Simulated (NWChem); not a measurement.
**Correlation energy of aminoborane (H₄BN)**

```
B
N 1 1.3873
H 2 1.0119 1 123.24
H 2 1.0119 3 113.52 1 180.00
H 1 1.2101 2 119.09 3 180.00
H 1 1.2101 5 121.82 2 180.00
```
Charge 0, spin multiplicity 1.

Program: NWChem. All single points use one geometry, from PBE0/def2-SVP, a minimum by its harmonic frequencies. It is one conformer; others weren't searched.

Basis set: cc-pVTZ. Each correlation energy counts from its own Hartree-Fock reference.

The correlated methods keep 2 core orbitals frozen. Coupled-cluster values serve here as a point of comparison, not as the truth.

Task: Order these methods by the correlation energy they give, lowest first: CCSD(T), CCSD, MP2, SCS-MP2, CR-CCSD[T].

Result: CCSD(T) (-363.1 mHa), CR-CCSD[T] (-361.3 mHa), CCSD (-350.9 mHa), SCS-MP2 (-333.9 mHa), MP2 (-327.8 mHa)
